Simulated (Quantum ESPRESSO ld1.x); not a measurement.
I4+, configuration [Kr] 4d10 5s2 5p1. Calculated with ld1.x of Quantum ESPRESSO 7.5: scalar-relativistic Kohn-Sham, LDA (Slater exchange, VWN5 correlation), spin-polarised, spherical densities, point nucleus; open shells are filled with parallel spins first.

Normalised radial functions P(r) = r R(r), r in bohr:

r	4p up	4p down	4d up
0.003602	0.0119	0.0119	0.0001
0.004843	0.0199	0.0199	0.0003
0.006511	0.0331	0.0331	0.0006
0.008824	0.0552	0.0552	0.0013
0.01186	0.0892	0.0892	0.0030
0.01595	0.1403	0.1404	0.0067
0.02144	0.2127	0.2128	0.0146
0.02883	0.3057	0.3058	0.0307
0.03876	0.4063	0.4064	0.0625
0.05212	0.4797	0.4799	0.1204
0.07063	0.4619	0.4621	0.2199
0.09496	0.2806	0.2807	0.3597
0.1277	-0.0846	-0.0846	0.5183
0.1717	-0.5166	-0.5168	0.6237
0.2308	-0.7326	-0.7328	0.5588
0.3103	-0.4463	-0.4464	0.2267
0.4172	0.3136	0.3137	-0.3347
0.5654	1.0863	1.0866	-0.9040
0.7601	1.2857	1.2861	-1.1470
1.022	0.9187	0.9188	-0.9888
1.374	0.4188	0.4179	-0.6120
1.847	0.1166	0.1156	-0.2662
2.484	0.0176	0.0173	-0.0748
3.339	0.0012	0.0012	-0.0117
4.525	0.0000	0.0000	-0.0008
6.084	0.0000	0.0000	0.0000
8.18	0.0000	0.0000	0.0000
11	0.0000	0.0000	0.0000

4p up: eigenvalue -172.52 eV, 2 radial nodes at r = 0.120, 0.374 bohr, <r> = 0.791 bohr, 90 % of the charge inside 1.16 bohr. 4p down: eigenvalue -172.40 eV, 2 radial nodes at r = 0.120, 0.374 bohr, <r> = 0.790 bohr, 90 % of the charge inside 1.16 bohr. 4d up: eigenvalue -95.258 eV, 1 radial node at r = 0.353 bohr, <r> = 0.914 bohr, 90 % of the charge inside 1.39 bohr.
